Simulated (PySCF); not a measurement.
# From computed data to an observable: dipole moment from atomic charges

Ta(F)4(SH) (F4HSTa), SMILES [F][Ta]([F])([F])([F])[SH], multiplicity 1. Atoms are numbered in the order given.

```xyz
7

Ta    -0.0013     0.2140     0.0000
F      1.8872     0.1005     0.0000
F     -1.8841     0.1023     0.0000
F      0.0072     1.0937    -1.6498
F      0.0072     1.0937     1.6498
S     -0.0825    -2.1738     0.0000
H      1.2603    -2.3513     0.0000
```
Charge 0, spin multiplicity 1.

Geometry: B3LYP-D3(BJ)/def2-SVP. The multiplicity is an assumed one; no other spin state was optimised. The structure was generated by enumeration; whether it is a known compound was not checked. The def2 effective core potentials stand for the cores of Ta; spin–orbit coupling is left out. The values are those of a single conformer.

Charges (e) from PBE/def2-TZVP run with PySCF:

```
atom  Mulliken  ESP fit
----  --------  -------
Ta1      1.421    1.049
F2      -0.339   -0.290
F3      -0.324   -0.238
F4      -0.304   -0.214
F5      -0.304   -0.214
S6      -0.344   -0.284
H7       0.194    0.191
```

The dipole moment of the full density is 0.93 D.

### Question
What dipole moment does each set of point charges give, and which comes closer to that of the density?

### Answer

μ = Σ q r, and 1 e Å = 4.8032 D.
Mulliken: Σ q r = (0.237, -0.136, 0.000) e Å, |μ| = 1.31 D.
ESP fit: Σ q r = (0.161, -0.129, 0.000) e Å, |μ| = 0.99 D.
ESP fit comes closer in size. Point charges leave out the atoms' own dipoles (lone pairs, polarised bonds); fits to the potential absorb them, partitions of the density don't.
